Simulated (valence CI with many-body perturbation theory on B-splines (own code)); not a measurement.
## Zn XXV: configurations and terms from energies and g

Calculated by valence CI with perturbative core correlation (CI+MBPT): four valence electrons over a frozen Dirac-Fock core [He], radial functions for each j: 11 s, 11 p, 9 d, 7 f, 5 g, 2 h, 1 i, with the one-electron correlation potential Σ1, the two-electron term Σ2, the three-electron term Σ3, Breit, model QED; selected CI, second order for the rest (own B-spline code, finite nucleus).

No measured spectrum was set against this ion. As an estimate, levels of excited configurations hold to 0.05 to 0.15 % of their energy, terms of the ground configuration to about 0.5 %. Among the levels kept, up to 250 cm⁻¹ of a level comes from second order outside the variational space, and about a tenth of that is noise between levels of different J, which matters for small intervals.

```csv
No.,J,Parity,E (eV),g
2,1,even,19.54,1.496
6,2,odd,87.24,1.946
7,1,odd,127.27,0.747
8,2,odd,129.32,1.269
9,3,odd,136.78,1.328
11,1,odd,156.02,1.324
14,2,odd,187.91,1.095
15,1,odd,210.40,1.214
16,2,even,261.49,1.418
18,1,even,284.63,1.496
19,2,even,295.31,1.073
22,1,odd,1327.48,1.364
```

Energies count from the lowest level. Strongly mixed levels and levels close to another of their J and parity, and those with J = 0 are left out, so the numbers can have gaps.

**Question.** Give configuration and LS term of each level.

**Answer.** 2: 2s²2p² ³P; 6: 2s2p³ ⁵S°; 7: 2s2p³ ³D°; 8: 2s2p³ ³D°; 9: 2s2p³ ³D°; 11: 2s2p³ ³P°; 14: 2s2p³ ¹D°; 15: 2s2p³ ¹P°; 16: 2p⁴ ³P; 18: 2p⁴ ³P; 19: 2p⁴ ¹D; 22: 2s²2p3s ³P°.
